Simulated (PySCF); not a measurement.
Stationary points of LaF3

These are results of PBE0/[La def2-TZVP with ECP46, F def2-TZVP], scalar-relativistic core potentials, density fitting, no spin–orbit coupling, PySCF, not measurements.

Relaxations began from a few typed shapes. The search is not exhaustive: other isomers or separated fragments can lie lower, and high-lying points may rest on an excited occupation.

```
   spin  group              bonds              angles  imaginary modes (cm⁻¹)  ΔE (kJ/mol)  ΔE with ZPE (kJ/mol)
singlet    C3v  La–F 2.144 Å (×3)  F–La–F 115.0° (×3)                    none          0.0                   0.0
singlet    D3h  La–F 2.152 Å (×3)  F–La–F 120.0° (×3)                     39i          2.4                     –
```

The lowest minimum found is the singlet C3v: La–F 2.144 Å (×3); F–La–F 115.0° (×3).

Formally La is in oxidation state +3, with 0 electrons left for the f, d and s shells; the Mulliken f population is 0.20.
